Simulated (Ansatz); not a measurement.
```xyz
5

Si   -0.0035    0.0093   -0.0010
H     0.8571    0.8706    0.8610
H     0.8663   -0.8647   -0.8704
H    -0.8696    0.8674   -0.8588
H    -0.8570   -0.8558    0.8682
```

Basis set: cc-pVDZ (spherical functions). Left uncorrelated: 5 orbitals. Charge 0, multiplicity 1.

Computed with Ansatz (development build ahead of 0.2.0); each method stands on the lowest determinant of its kind that the runs found. Restricted open shells among the atoms or ions are ROHF, correlated in semicanonical orbitals with singles.

**Question.** Give the atomization energy at this shape (free ground-state atoms in the same class of orbitals less the molecule, no zero-point energy) of singlet SiH₄ by RHF-MP2, RHF.

**Answer.**

| method | atomization energy |
| --- | --- |
| RHF-MP2 | 293.22 kcal/mol |
| RHF | 250.46 kcal/mol |
